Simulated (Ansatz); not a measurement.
CH5FO2Si, SMILES `OC(O)(F)[SiH3]`, relaxed with RKS PBE-D4/def2-SVP in Ansatz from a rough embedded geometry. The force threshold is 0.03 eV/Å; the program also tests the step.

Total charge 0; spin multiplicity 1.

Start:

```xyz
10

O    -0.889   -1.407   -0.019
C    -0.595   -0.054   -0.098
O    -1.386    0.532    0.918
F    -1.144    0.353   -1.185
Si    1.230    0.398   -0.164
H    -1.642   -1.493   -0.723
H    -0.981    0.144    1.784
H     1.464    1.833   -0.291
H     1.991   -0.300   -1.312
H     1.952   -0.006    1.089
```

```tsv
step	energy (eV)	largest force (eV/Å)	largest move (Å)
1	-15785.2077	5.081	0.000
2	-15785.8140	1.798	0.111
3	-15785.9237	0.691	0.107
4	-15785.9239	0.978	0.200
5	-15785.9751	0.467	0.171
6	-15785.9936	0.195	0.078
7	-15785.9958	0.054	0.016
8	-15785.9964	0.099	0.025
9	-15785.9964	0.121	0.018
10	-15785.9964	0.023	0.034
```

End:

```xyz
10

O    -0.749   -1.420   -0.243
C    -0.605   -0.046   -0.188
O    -1.334    0.526    0.865
F    -1.161    0.539   -1.320
Si    1.287    0.381   -0.160
H    -1.715   -1.602   -0.249
H    -1.002    0.127    1.691
H     1.422    1.874   -0.221
H     1.996   -0.260   -1.315
H     1.861   -0.119    1.139
```

Run time 11 s (4 threads of an Arm Neoverse V2 on a shared host); peak host memory 0.15 GiB.
